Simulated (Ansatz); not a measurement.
Na₇S₃⁺. Total charge 1; singlet. Geometry r2SCAN-D4/def2-SVP.

```xyz
10

Na   -1.4492    1.5009   -1.8551
Na   -0.3158    2.5939    0.7439
Na   -2.0786    6.1816   -1.7770
Na   -0.6127   -2.6135   -0.6116
Na    2.4439   -5.5706    1.5324
Na    0.0475   -1.5064    2.2623
Na    2.1624   -1.1006   -0.1338
S    -1.2928    3.9433   -1.1696
S     1.3710   -3.3940    0.9565
S    -0.2758   -0.0345    0.0520
```

Another isomer (singlet) lies 0.45 eV lower at PBE0-D4/def2-TZVP; other spin states weren't run for this one.

Task: Estimate the orbital energies around the gap (eV) in Ansatz with LDA (SPW92)/def2-TZVP, PBE-D4/def2-SVP, PBE-D4/def2-TZVP, r2SCAN-D4/def2-TZVP, PBE0-D4/def2-SVP.

Result: 
```csv
orbital,LDA (SPW92)/def2-TZVP,PBE-D4/def2-SVP,PBE-D4/def2-TZVP,r2SCAN-D4/def2-TZVP,PBE0-D4/def2-SVP
HOMO−13,-29.54,-29.35,-29.37,-30.25,-32.70
HOMO−12,-29.52,-29.33,-29.35,-30.23,-32.68
HOMO−11,-16.66,-16.47,-16.55,-17.02,-18.41
HOMO−10,-16.49,-16.29,-16.38,-16.84,-18.21
HOMO−9,-15.19,-14.97,-15.09,-15.49,-16.82
HOMO−8,-8.27,-8.04,-8.06,-8.07,-9.06
HOMO−7,-7.62,-7.40,-7.44,-7.49,-8.33
HOMO−6,-7.45,-7.23,-7.28,-7.32,-8.16
HOMO−5,-7.26,-7.04,-7.07,-7.09,-7.96
HOMO−4,-7.19,-6.96,-7.02,-7.07,-7.89
HOMO−3,-7.08,-6.85,-6.91,-6.97,-7.77
HOMO−2,-6.43,-6.20,-6.25,-6.19,-7.04
HOMO−1,-5.97,-5.73,-5.80,-5.79,-6.57
HOMO,-5.61,-5.32,-5.45,-5.46,-6.19
LUMO,-4.39,-4.30,-4.35,-3.70,-3.70
LUMO+1,-3.92,-3.86,-3.91,-3.24,-3.26
LUMO+2,-3.39,-3.35,-3.41,-2.69,-2.74
LUMO+3,-3.23,-3.16,-3.22,-2.63,-2.60
LUMO+4,-3.10,-3.03,-3.10,-2.48,-2.45
LUMO+5,-2.86,-2.74,-2.82,-2.23,-2.14
```
